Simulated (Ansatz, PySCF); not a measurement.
Caution: the highest occupied level lies above zero, so the state may not be bound. This triplet is an excited state, 1.80 eV above the relaxed singlet at the level frozen-core CCSD(T)/aug-cc-pVTZ // B3LYP-D3(BJ)/def2-SVPD (Ansatz, a first-principles code).

B3LYP has the VWN-RPA correlation part, as in Gaussian. 

## BClF, SMILES `[B-](Cl)F` (excited triplet) (charge -1, multiplicity 3)

Calculation: B3LYP-D3(BJ)/def2-TZVPD // B3LYP-D3(BJ)/def2-SVPD in PySCF.

The highest occupied spin orbital is 2.32 eV and the total energy is -15918.26 eV. The cost is very roughly 50 core-seconds.

```xyz
3

F     -1.3045    -0.3315     0.0000
B     -0.2126     0.5562     0.0000
Cl     1.5172    -0.2247     0.0000
```
Charge -1, spin multiplicity 3.
